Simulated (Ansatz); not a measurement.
`CCCCCCCCCC`. Total charge 0; singlet. Geometry PBE-D4/def2-SVP, basis def2-TZVP, Ansatz.

```
run  HOMO (eV)  LUMO (eV)
  A      -8.71       1.63
  B      -7.47       1.08
  C      -8.53       1.18
  D      -7.19       0.39
  E     -11.79       3.72
```

Problem. The runs used HF, PBE, PBE0, r2SCAN, r2SCAN0. Estimate which is which.

Solution. A r2SCAN0 (25 % exact exchange); B r2SCAN (0 % exact exchange); C PBE0 (25 % exact exchange); D PBE (0 % exact exchange); E HF (100 % exact exchange). Exact exchange lowers occupied and raises empty levels; among semilocal functionals meta-GGAs tend to open the gap a little, and such runs are hard to tell apart. The gap grows from 7.58 eV (PBE) to 15.51 eV (HF).
